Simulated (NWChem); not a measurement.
System meant: TiH$_{3}$I; SMILES [TiH3][I]

NWChem input:

```
start job
memory heap 200 mb stack 900 mb global 1100 mb
geometry units angstroms noautoz
  Ti     0.000000     0.000000    -1.709905
  I      0.000000     0.000000     0.822316
  H      0.284018     1.561158    -2.257060
  H      1.209994    -1.026546    -2.257060
  H     -1.494011    -0.534612    -2.257060
end
basis spherical
  Ti library def2-svp
  I library def2-svp
  H library def2-svp
end
ecp
  I library def2-ecp
end
dft
  xc b3lyp
  iterations 4
  mulliken
end
task dft energy
```

End of the output:

```
    Atom       Charge   Shell Charges
 -----------   ------   -------------------------------------------------------
    1 Ti  22    24.61   2.00  2.00  1.95  0.52  0.13  5.99  5.83  0.59  3.87  1.71  0.02
    2 I   25    23.04   1.25  0.73  1.06  0.77  2.77  3.08  1.69  1.64  9.48  0.57
    3 H    1     0.79   0.44  0.31  0.03
    4 H    1     0.79   0.44  0.31  0.03
    5 H    1     0.79   0.44  0.31  0.03

 center of mass
 --------------
 x =   0.00000000 y =   0.00000000 z =   0.22327329

 moments of inertia (a.u.)
 ------------------
         847.473417462198          -0.000000000000           0.000000000000
          -0.000000000000         847.473417462198           0.000000000000
           0.000000000000           0.000000000000          27.185615552627

     Multipole analysis of the density
     ---------------------------------

     L   x y z        total         alpha         beta         nuclear
     -   - - -        -----         -----         ----         -------
     0   0 0 0     -0.000000    -25.000000    -25.000000     50.000000

     1   1 0 0      0.000000      0.000000      0.000000      0.000000
     1   0 1 0      0.000000     -0.000000     -0.000000      0.000000
     1   0 0 1      7.706544     25.882095     25.882095    -44.057646

     2   2 0 0    -26.435445    -19.961358    -19.961358     13.487270
     2   1 1 0      0.000000      0.000000      0.000000      0.000000
     2   1 0 1      0.000000      0.000000      0.000000      0.000000
     2   0 2 0    -26.435445    -19.961358    -19.961358     13.487270
     2   0 1 1     -0.000000      0.000000      0.000000     -0.000000
     2   0 0 2    -32.262317   -187.584608   -187.584608    342.906898

 ------------------------------------------------------------------------
 dft energy failed                                                                                  0
 ------------------------------------------------------------------------
 ------------------------------------------------------------------------
  current input line :
    23: task dft energy
 ------------------------------------------------------------------------
 ------------------------------------------------------------------------
 This type of error is most commonly associated with calculations not reaching convergence criteria
 ------------------------------------------------------------------------
 For more information see the NWChem manual at https://nwchemgit.github.io

0:dft energy failed:Received an Error in Communication
```

Problem. Can this run be used? If not, why, and what is the fix?

Solution. Convergence was not reached. Cause: the SCF was allowed too few iterations. This input runs:
```
start job
memory heap 200 mb stack 900 mb global 1100 mb
geometry units angstroms noautoz
  Ti     0.000000     0.000000    -1.709905
  I      0.000000     0.000000     0.822316
  H      0.284018     1.561158    -2.257060
  H      1.209994    -1.026546    -2.257060
  H     -1.494011    -0.534612    -2.257060
end
basis spherical
  * library def2-svp
end
ecp
  I library def2-ecp
end
dft
  xc b3lyp
  iterations 150
  mulliken
end
task dft energy
```
It converges to -1148.93642 Ha (B3LYP/def2-SVP with def2 effective core potentials on I).
